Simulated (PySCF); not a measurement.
A GIAO shielding run with PySCF 2.14 (density fitting, non-relativistic, gas phase) on `C=CCC1=CC(=O)[SiH2]C1=O`, C₇H₈O₂Si:

```
$ OMP_NUM_THREADS=1 python probes_run.py task.json out

{"job": {"kind": "nmr", "xc": "PBE0", "basis": "pcSseg-1"}, "charge": 0, "multiplicity": 1}
C      3.112813     0.798427    -0.462165
C      2.114848    -0.035469    -0.683980
C      1.231783    -0.602612     0.381775
C     -0.213100    -0.282970     0.178467
C     -0.703204     0.786719    -0.474106
C     -2.164573     0.931240    -0.555517
O     -2.727959     1.724642    -1.277568
Si    -2.951533    -0.365683     0.638258
C     -1.227852    -1.224281     0.727780
O     -0.957723    -2.344310     1.099860
H      3.728067     1.173826    -1.261616
H      3.362317     1.137309     0.530277
H      1.882247    -0.359926    -1.689843
H      1.537668    -0.225657     1.363240
H      1.323011    -1.694803     0.413038
H     -0.072539     1.536122    -0.931666
H     -3.276328     0.243971     1.923484
H     -4.006703    -1.190227     0.068624
```

Hardware: 1 thread of an Intel Xeon, shared host. The job also computes population analyses, field gradients, ring-centre shieldings.

Task: How large is the calculation?

Result: 80 electrons, 217 basis functions and 1144 auxiliary functions.

Task: How long does it take, and how much memory does it need?

Result: 3.3 min of wall time, with 15 SCF cycles and 6 response iterations; peak memory 0.96 GiB. Times on a shared host scatter by some tens of per cent.
